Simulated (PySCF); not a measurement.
PySCF input for Ta(O)(F)(OH)2 (FH2O3Ta), SMILES [O]=[Ta]([OH])([OH])[F], multiplicity 1, B3LYP-D3(BJ)/def2-SVP. Coordinates come from a B3LYP-D3(BJ)/def2-SVP optimisation. The spin state was assumed, not searched. The structure was generated by enumeration; whether it is a known compound was not checked. The def2 effective core potentials stand for the cores of Ta; spin–orbit coupling is left out. Other conformers were not sampled.

```python
import numpy as np
from pyscf import gto, scf, dft, df
from pyscf.hessian import thermo

mol = gto.M(
    atom='''
    Ta    0.01144076   -0.01129064   -0.00000000
    O     1.74026905    0.05500174   -0.00000001
    F    -0.51108726   -1.83715615    0.00000003
    O    -0.61189644    0.89023923   -1.56187174
    H    -0.18359987    1.33739029   -2.30104903
    O    -0.61189642    0.89023926    1.56187174
    H    -0.18359985    1.33739033    2.30104901
    ''',
    basis='def2-SVP',
    ecp={'Ta': 'def2-svp'},
    charge=0,
    spin=0,
    max_memory=1600,
    verbose=3,
)
mf = dft.RKS(mol, xc='b3lyp').density_fit(auxbasis='def2-universal-jkfit')
mf.disp = 'd3bj'
mf.grids.level = 3
mf.conv_tol = 1e-11
mf.max_cycle = 100
mf.kernel()

# [left out here: the lines that compute and print the analytic Hessian (its translational invariance restored by hand, since the grid's response is missing), thermochemistry and intensities]
```

Log of the run:

```
converged SCF energy = -383.767180652604

WARN: DFTD3 does not support analytical Hessian, using finite difference


WARN: Mole.unit (angstrom) is changed to Bohr

Mode                                 0                   1                   2
Irrep
Freq [cm^-1]                      169.8849            178.4707            190.9889
Reduced mass [au]                   9.2095              5.1079              5.7806
Force const [Dyne/A]                0.1566              0.0959              0.1242
Char temp [K]                     244.4266            256.7796            274.7905
Normal mode                   x     y     z       x     y     z       x     y     z
       0  Ta                -0.00  0.00 -0.02    0.02  0.02  0.00   -0.02  0.01  0.00
       1   O                -0.00 -0.00  0.02    0.02 -0.03  0.00   -0.03 -0.03  0.00
       2   F                 0.00  0.00  0.17   -0.08  0.06 -0.00    0.08 -0.01 -0.00
       3   O                 0.02  0.09  0.01   -0.05 -0.11 -0.05    0.09 -0.04 -0.09
       4   H                 0.02  0.16  0.05   -0.13 -0.20 -0.14    0.19 -0.14 -0.09
       5   O                -0.02 -0.09  0.01   -0.05 -0.11  0.05    0.09 -0.04  0.09
       6   H                -0.02 -0.16  0.05   -0.13 -0.20  0.14    0.19 -0.14  0.09
Mode                                 3                   4                   5
Irrep
Freq [cm^-1]                      224.5481            229.8095            377.9672
Reduced mass [au]                   4.0165              6.6734              1.1890
Force const [Dyne/A]                0.1193              0.2077              0.1001
Char temp [K]                     323.0747            330.6447            543.8106
Normal mode                   x     y     z       x     y     z       x     y     z
       0  Ta                 0.00  0.00 -0.02    0.00 -0.01 -0.00   -0.00  0.00 -0.00
       1   O                 0.00 -0.00  0.18   -0.01  0.18  0.00   -0.00 -0.00  0.04
       2   F                 0.00 -0.00 -0.01   -0.10  0.01  0.00    0.00  0.00  0.00
       3   O                -0.08 -0.02  0.00    0.05 -0.03 -0.03   -0.01  0.06  0.03
       4   H                -0.28  0.14 -0.02    0.14  0.12  0.12   -0.03 -0.54 -0.35
       5   O                 0.08  0.02  0.00    0.05 -0.03  0.03    0.01 -0.06  0.03
       6   H                 0.28 -0.14 -0.02    0.14  0.12 -0.12    0.03  0.54 -0.35
Mode                                 6                   7                   8
Irrep
Freq [cm^-1]                      378.9872            491.4164            501.9404
Reduced mass [au]                   1.2468              1.4497              1.3300
Force const [Dyne/A]                0.1055              0.2063              0.1974
Char temp [K]                     545.2782            707.0388            722.1805
Normal mode                   x     y     z       x     y     z       x     y     z
       0  Ta                -0.00  0.01  0.00    0.00  0.00  0.00    0.01  0.00  0.00
       1   O                -0.00 -0.06 -0.00    0.00 -0.00 -0.05    0.01 -0.04  0.00
       2   F                 0.02  0.01 -0.00    0.00 -0.00 -0.00    0.01  0.02 -0.00
       3   O                 0.01 -0.05 -0.03    0.09 -0.02  0.04   -0.08 -0.00 -0.03
       4   H                -0.18  0.56  0.23   -0.52  0.11 -0.23    0.53 -0.01  0.30
       5   O                 0.01 -0.05  0.03   -0.09  0.02  0.04   -0.08 -0.00  0.03
       6   H                -0.18  0.55 -0.23    0.52 -0.11 -0.23    0.53 -0.01 -0.30
Mode                                 9                  10                  11
Irrep
Freq [cm^-1]                      679.5491            728.7120            730.2389
Reduced mass [au]                  19.8204              5.8255              6.6129
Force const [Dyne/A]                5.3927              1.8226              2.0776
Char temp [K]                     977.7199           1048.4543           1050.6512
Normal mode                   x     y     z       x     y     z       x     y     z
       0  Ta                -0.01 -0.02  0.00    0.00 -0.00  0.03   -0.01  0.02  0.00
       1   O                -0.00  0.01 -0.00   -0.00  0.00 -0.02    0.01 -0.01 -0.00
       2   F                 0.06  0.21 -0.00   -0.00 -0.00 -0.01    0.00 -0.00 -0.00
       3   O                 0.01  0.00  0.01   -0.03  0.07 -0.13    0.04 -0.08  0.13
       4   H                -0.03 -0.01 -0.02   -0.14  0.11 -0.17    0.11 -0.08  0.17
       5   O                 0.01  0.00 -0.01    0.03 -0.07 -0.13    0.04 -0.08 -0.13
       6   H                -0.03 -0.01  0.02    0.14 -0.11 -0.17    0.11 -0.08 -0.17
Mode                                12                  13                  14
Irrep
Freq [cm^-1]                      997.4137           3888.3475           3892.9354
Reduced mass [au]                  17.1029              1.0677              1.0685
Force const [Dyne/A]               10.0247              9.5108              9.5409
Char temp [K]                    1435.0562           5594.4663           5601.0674
Normal mode                   x     y     z       x     y     z       x     y     z
       0  Ta                 0.02  0.00 -0.00   -0.00  0.00 -0.00    0.00 -0.00 -0.00
       1   O                -0.24 -0.01 -0.00    0.00  0.00 -0.00    0.00 -0.00  0.00
       2   F                -0.00  0.01 -0.00   -0.00 -0.00  0.00   -0.00 -0.00  0.00
       3   O                 0.00 -0.01  0.01   -0.02 -0.02  0.03    0.02  0.02 -0.03
       4   H                 0.00 -0.01  0.01    0.30  0.32 -0.53   -0.30 -0.32  0.53
       5   O                 0.00 -0.01 -0.01    0.02  0.02  0.03    0.02  0.02  0.03
       6   H                 0.00 -0.01 -0.01   -0.30 -0.32 -0.53   -0.30 -0.32 -0.53
temperature 298.1500 [K]
pressure 101325.00 [Pa]
Rotational constants [GHz] 3.27857 3.18747 2.77881
Symmetry number 1
Zero-point energy (ZPE) 0.03112 [Eh]   81712.181 [J/mol]
                           tot       elec      trans        rot        vib
Entropy [J/mol/K]       353.350      0.000    177.606    112.158     63.586
Cv [J/mol/K]             98.344      0.000     12.472     12.472     73.401
Cp [J/mol/K]            106.659      0.000     20.786     12.472     73.401
Internal energy [J/mol]                      3718.434   3718.434  92987.404
Internal energy [Eh]   -383.72893  -383.76718
Enthalpy [J/mol]                             6197.391   3718.434  92987.404
Enthalpy [Eh]          -383.72799
Gibbs free energy [J/mol]                  -46755.760 -29721.440  74029.258
Gibbs free energy [Eh] -383.76811
static polarisability / bohr^3: [[40.019 -0.569 -0.   ]
 [-0.569 37.226 -0.   ]
 [ 0.     0.    43.909]]
largest difference of analytic and finite-field dipole derivatives / e: 0.0010799872834921231
mode   freq/cm-1   IR/(km/mol)   Raman/(A^4/amu)   depolarisation
   1      169.88         5.857             0.973            0.750
   2      178.47         0.088             1.616            0.678
   3      190.99         0.498             1.026            0.660
   4      224.55        16.423             3.887            0.750
   5      229.81         6.938             2.292            0.718
   6      377.97        85.301             1.350            0.750
   7      378.99       256.087             3.131            0.748
   8      491.42       101.806             1.274            0.750
   9      501.94       195.371             1.135            0.748
  10      679.55       114.470             2.104            0.036
  11      728.71       129.580             1.292            0.750
  12      730.24        59.694             9.832            0.072
  13      997.41       133.580            17.865            0.046
  14     3888.35       351.220            63.570            0.750
  15     3892.94       120.492           152.949            0.151
max |gradient| / (hartree/bohr): 0.00011811219328822819
APT charges: [ 2.5406 -0.8056 -0.637  -0.9182  0.3692 -0.9182  0.3692]
```

The calculation finished and met its thresholds.
